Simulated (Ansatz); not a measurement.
Tetraphenylphosphonium pentafluorobenzenesulfonate, `O=S(=O)([O-])c1c(F)c(F)c(F)c(F)c1F.c1ccc([P+](c2ccccc2)(c2ccccc2)c2ccccc2)cc1`. Total charge 0; singlet. Geometry PBE-D4/def2-SVP.

Cartesian coordinates in Å:
```
O 0.312 4.245 1.598
S 0.040 3.157 0.635
O 0.561 3.340 -0.754
O 0.321 1.768 1.177
C -1.800 3.152 0.467
C -2.467 3.677 -0.650
F -1.816 4.193 -1.695
C -3.869 3.620 -0.751
F -4.483 4.056 -1.861
C -4.629 3.081 0.296
F -5.962 3.017 0.199
C -3.981 2.576 1.434
F -4.704 2.055 2.435
C -2.581 2.638 1.517
F -2.020 2.146 2.630
C -0.711 -2.716 3.836
C -0.641 -1.317 3.737
C -0.172 -0.705 2.566
C 0.221 -1.518 1.478
P 0.820 -0.739 -0.057
C -0.539 0.104 -0.908
C -1.856 -0.117 -0.459
C -2.934 0.356 -1.218
C -2.704 1.065 -2.407
C -1.391 1.294 -2.843
C -0.304 0.803 -2.107
C 1.227 -2.114 -1.210
C 0.172 -2.753 -1.897
C 0.443 -3.822 -2.762
C 1.765 -4.253 -2.958
C 2.817 -3.611 -2.286
C 2.552 -2.544 -1.414
C 2.398 0.096 0.264
C 3.268 -0.556 1.162
C 4.546 -0.027 1.396
C 4.950 1.146 0.741
C 4.070 1.798 -0.136
C 2.790 1.283 -0.381
C 0.156 -2.924 1.574
C -0.309 -3.518 2.757
H -1.080 -3.185 4.761
H -0.958 -0.684 4.579
H -0.113 0.392 2.471
H -2.039 -0.654 0.482
H -3.962 0.183 -0.866
H -3.551 1.461 -2.986
H -1.205 1.870 -3.760
H 0.717 0.966 -2.474
H -0.864 -2.408 -1.761
H -0.385 -4.314 -3.294
H 1.977 -5.088 -3.643
H 3.856 -3.938 -2.445
H 3.383 -2.040 -0.899
H 2.946 -1.465 1.692
H 5.221 -0.529 2.106
H 5.950 1.566 0.933
H 4.365 2.742 -0.619
H 2.078 1.865 -0.986
H 0.465 -3.557 0.730
H -0.357 -4.615 2.832
```

Single mean-field runs in def2-SVP, def2-mTZVP are fitted with def2-universal-jkfit. In the singlet geometry the species has come apart into loosely held pieces.

Estimate the orbital energies around the gap (eV) in Ansatz with PBE-D4/def2-SVP, BLYP-D4/def2-SVP, r2SCAN-D4/def2-SVP, r2SCAN-D4/def2-mTZVP, PBE0-D4/def2-SVP.


```json
{"orbital": "HOMO−5", "PBE-D4/def2-SVP": "-6.23", "BLYP-D4/def2-SVP": "-6.01", "r2SCAN-D4/def2-SVP": "-6.59", "r2SCAN-D4/def2-mTZVP": "-6.68", "PBE0-D4/def2-SVP": "-7.57"}
{"orbital": "HOMO−4", "PBE-D4/def2-SVP": "-5.91", "BLYP-D4/def2-SVP": "-5.71", "r2SCAN-D4/def2-SVP": "-6.31", "r2SCAN-D4/def2-mTZVP": "-6.48", "PBE0-D4/def2-SVP": "-7.45"}
{"orbital": "HOMO−3", "PBE-D4/def2-SVP": "-5.85", "BLYP-D4/def2-SVP": "-5.64", "r2SCAN-D4/def2-SVP": "-6.29", "r2SCAN-D4/def2-mTZVP": "-6.44", "PBE0-D4/def2-SVP": "-7.34"}
{"orbital": "HOMO−2", "PBE-D4/def2-SVP": "-5.62", "BLYP-D4/def2-SVP": "-5.43", "r2SCAN-D4/def2-SVP": "-6.01", "r2SCAN-D4/def2-mTZVP": "-6.10", "PBE0-D4/def2-SVP": "-6.99"}
{"orbital": "HOMO−1", "PBE-D4/def2-SVP": "-5.40", "BLYP-D4/def2-SVP": "-5.20", "r2SCAN-D4/def2-SVP": "-5.81", "r2SCAN-D4/def2-mTZVP": "-5.99", "PBE0-D4/def2-SVP": "-6.87"}
{"orbital": "HOMO", "PBE-D4/def2-SVP": "-4.81", "BLYP-D4/def2-SVP": "-4.62", "r2SCAN-D4/def2-SVP": "-5.24", "r2SCAN-D4/def2-mTZVP": "-5.44", "PBE0-D4/def2-SVP": "-6.42"}
{"orbital": "LUMO", "PBE-D4/def2-SVP": "-2.56", "BLYP-D4/def2-SVP": "-2.33", "r2SCAN-D4/def2-SVP": "-2.51", "r2SCAN-D4/def2-mTZVP": "-2.51", "PBE0-D4/def2-SVP": "-1.78"}
{"orbital": "LUMO+1", "PBE-D4/def2-SVP": "-2.37", "BLYP-D4/def2-SVP": "-2.13", "r2SCAN-D4/def2-SVP": "-2.32", "r2SCAN-D4/def2-mTZVP": "-2.34", "PBE0-D4/def2-SVP": "-1.58"}
{"orbital": "LUMO+2", "PBE-D4/def2-SVP": "-2.14", "BLYP-D4/def2-SVP": "-1.92", "r2SCAN-D4/def2-SVP": "-2.06", "r2SCAN-D4/def2-mTZVP": "-2.09", "PBE0-D4/def2-SVP": "-1.32"}
{"orbital": "LUMO+3", "PBE-D4/def2-SVP": "-2.10", "BLYP-D4/def2-SVP": "-1.86", "r2SCAN-D4/def2-SVP": "-2.05", "r2SCAN-D4/def2-mTZVP": "-2.07", "PBE0-D4/def2-SVP": "-1.30"}
{"orbital": "LUMO+4", "PBE-D4/def2-SVP": "-1.98", "BLYP-D4/def2-SVP": "-1.75", "r2SCAN-D4/def2-SVP": "-1.92", "r2SCAN-D4/def2-mTZVP": "-1.94", "PBE0-D4/def2-SVP": "-1.18"}
{"orbital": "LUMO+5", "PBE-D4/def2-SVP": "-1.70", "BLYP-D4/def2-SVP": "-1.48", "r2SCAN-D4/def2-SVP": "-1.60", "r2SCAN-D4/def2-mTZVP": "-1.60", "PBE0-D4/def2-SVP": "-0.80"}
```
